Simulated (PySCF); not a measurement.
Coordinates in bohr (charge 0 multiplicity 5):
```
Co    0.0001    0.0002   -0.0055
O     0.0218   -0.1361    3.3207
O     2.8138   -0.5307   -1.6956
O    -2.7478    0.6540   -1.7704
H    -1.3749    0.1161    4.4452
H     4.3472   -0.8923   -0.7922
H    -4.3714    0.9696   -1.0291
```

All numbers come from PySCF, UPBE0, basis Co def2-TZVP, O def2-TZVP, H def2-TZVP (no relativity, density fitting).

This geometry of Co(OH)3 is a stationary point at this level.

Task: What is the point group?

Result: Cs.

Task: Is it a minimum?

Result: Yes: all harmonic wavenumbers are real.

Task: Which band is strongest in the infrared?

Result: 494 cm⁻¹ (a'), 217 km/mol.

Task: What are the dipole moment and the gap between the highest occupied and lowest empty levels of either spin?

Result: 2.66 D and 5.12 eV.

Task: Give the ideal-gas entropy at 298.15 K and 1 bar by parts.

Result: translation 167.5, rotation 106.6, vibration 65.8, spin 13.4; total 353.2 J/(mol K).

This need not be the most stable arrangement of these atoms. With open d or f shells other occupations or spin states may lie lower. At this level a quintet minimum of C3h symmetry lies 6 kJ/mol below this structure.
